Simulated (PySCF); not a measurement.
BH3O3, SMILES OB(O)O. Atoms are numbered in the order given.

```xyz
7

O     -0.6333     1.2342     0.0000
B     -0.0315     0.0090     0.0000
O      1.3487    -0.0424     0.0000
O     -0.8635    -1.0821     0.0000
H      0.0260     1.9416     0.0000
H      1.7273    -0.9305     0.0000
H     -0.4104    -1.9336     0.0000
```
Charge 0, spin multiplicity 1.

The structure is a stationary point at TPSSh-D3(BJ)/def2-SVP. One conformer was computed; it need not be the lowest.

The numbers are results of TPSSh-D3(BJ)/def2-SVP (PySCF), not measurements.

Harmonic, unscaled wavenumbers; measured fundamentals usually lie a few per cent lower.

Estimate the vibrational spectrum. (An estimate is asked for; the answer gives what the named calculation found.)


```csv
mode,ν (cm⁻¹),IR (km/mol),Raman (Å⁴/amu),depolarisation,moving atoms (share of kinetic energy)
1,285,7.5,0.8,0.75,H 92 %
2,439,31.6,1.1,0.72,"O 68 %, H 24 %, B 9 %"
3,450,3.3,0.9,0.52,"O 72 %, H 19 %, B 9 %"
4,466,197.0,4.2,0.75,"H 86 %, O 14 %"
5,511,111.9,1.0,0.75,H 92 %
6,664,83.2,0.0,–,"B 78 %, O 19 %"
7,878,3.2,7.2,0.05,O 93 %
8,929,203.4,4.3,0.75,"H 90 %, O 9 %"
9,1012,198.5,1.0,0.74,"H 66 %, O 33 %"
10,1028,8.8,1.7,0.65,"H 76 %, O 21 %"
11,1437,449.1,0.7,0.04,"B 71 %, O 24 %"
12,1496,329.5,0.7,0.17,"B 73 %, O 18 %, H 9 %"
13,3840,70.8,71.7,0.23,H 94 %
14,3848,29.8,54.8,0.39,H 94 %
15,3866,65.9,96.8,0.26,H 94 %
```
